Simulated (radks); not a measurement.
The numbers below are computed, except where a source is named.
Problem. Valence configurations of Al II (all share [Ne]). Level of theory: scalar-relativistic Kohn-Sham, LDA (Slater exchange, Perdew-Wang correlation), spin-polarised, spherical densities, finite nucleus; open shells are filled with parallel spins first; Fermi nuclear charge, rms radius 3.061 fm (a radial shooting solver on a logarithmic mesh with Libxc functionals). Order these by energy: 3s2; 3s1 3p1; 3s1.5 3p0.5; 3p2.

Solution. From the lowest, in eV above it: 3s2 0.000; 3s1.5 3p0.5 2.646; 3s1 3p1 4.752; 3p2 10.760. NIST lists [Ne] 3s2 as the ground configuration; this level of theory agrees among the configurations tried. The energies are those of spherical high-spin densities, not of single terms.
